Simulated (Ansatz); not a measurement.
`C1[CH2][SnH2][O]1` → `[CH3][SnH]1[CH2][O]1`  (isomerisation)

Computed with Ansatz on PBE0-D4/def2-TZVP structures; ΔE is electronic, products minus reactants. CBS: MP2 limit from def2 TZ/QZ plus the TZ coupled-cluster correction, frozen cores. Functionals use def2-TZVPP. B3LYP here is the variant with VWN-RPA as its local correlation; programs differ in this. def2 core potentials past Kr. For Sn outer-core shells are correlated without core-valence functions, which leaves a few kJ/mol of doubt a bond.

| level | ΔE (kcal/mol) | difference from CCSD(T)/CBS |
| --- | --- | --- |
| PBE-D4 | 5.7 | -5.3 |
| r2SCAN-D4 | 7.2 | -3.8 |
| PBE0-D4 | 11.2 | 0.2 |
| B3LYP-D4 | 8.1 | -2.9 |
| ωB97X-V | 16.2 | 5.2 |
| ωB97M-V | 13.9 | 2.9 |
| B2PLYP | 8.6 | -2.4 |
| PBE | 5.3 | -5.7 |
| r2SCAN | 7.1 | -3.9 |
| PBE0 | 10.8 | -0.2 |
| B3LYP | 7.5 | -3.5 |
| HF/def2-TZVPP | 20.8 | 9.8 |
| MP2/def2-TZVPP | 10.2 | -0.8 |
| SCS-MP2/def2-TZVPP | 11.5 | 0.5 |
| CCSD/def2-TZVPP | 14.2 | 3.2 |
| CCSD(T)/def2-TZVPP | 11.5 | 0.5 |
| HF/def2-QZVPP | 20.7 | 9.7 |
| MP2/def2-QZVPP | 9.9 | -1.1 |
| SCS-MP2/def2-QZVPP | 11.3 | 0.3 |
| HF/CBS(def2) | 20.7 | 9.7 |
| MP2/CBS(def2) | 9.7 | -1.3 |
| CCSD/CBS(def2) | 13.8 | 2.8 |
| CCSD(T)/CBS | 11.0 | 0 |

Largest T1 diagnostic among the species: 0.017.

From PBE to PBE0 (25 % exact exchange), in def2-TZVPP and without D4, ΔE moves by +5.5 kcal/mol. In def2-TZVPP, CCSD(T) changes the Hartree–Fock value by −9.3 kcal/mol (the triples alone add −2.8 kcal/mol) and MP2 by −10.6 kcal/mol.
